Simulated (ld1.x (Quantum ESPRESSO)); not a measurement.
u(r) = r·R(r): atom against pseudo-atom (Pd)

Columns: radius, all-electron u(r) and pseudo u(r) of the 4p shell (level -60.80 eV) of palladium in the configuration [Ar] 3d10 4s2 4p6 4d9 5s0 5p0; LDA (PZ), non-relativistic, TM scheme, ld1.x (Quantum ESPRESSO) 7.5.

```
r (bohr)  all-electron  pseudo
   0.082        0.3816  0.0154
   0.165       -0.1431  0.0624
   0.248       -0.5646  0.1402
   0.330       -0.5440  0.2464
   0.413       -0.2410  0.3805
   0.495        0.1472  0.5336
   0.578        0.5105  0.6985
   0.660        0.7886  0.8546
   0.742        0.9743  0.9847
   0.825        1.0773  1.0726
   0.908        1.1117  1.1081
   0.990        1.0966  1.0956
   1.072        1.0483  1.0482
   1.155        0.9786  0.9786
   1.238        0.8977  0.8977
   1.320        0.8137  0.8137
   1.402        0.7301  0.7301
   1.485        0.6489  0.6489
   1.568        0.5729  0.5729
   1.650        0.5040  0.5040
   1.733        0.4407  0.4407
   1.815        0.3846  0.3846
   1.898        0.3341  0.3341
   1.980        0.2899  0.2899
   2.062        0.2510  0.2510
   2.145        0.2166  0.2166
```

**Question.** How many radial nodes do the two functions have?

**Answer.** The all-electron 4p function has n − l − 1 = 2; the pseudo-wave has 0, since the states of the same l below it are removed with the core.

**Question.** At about which radius was the pseudo-wave matched?

**Answer.** 1.15 bohr, where the columns begin to agree (steps of 0.08 bohr).

**Question.** Is the pseudo-wave norm-conserving?

**Answer.** Yes: the TM scheme keeps the norm inside the radius equal to the all-electron one, which fixes the energy derivative of the logarithmic derivative at the level.
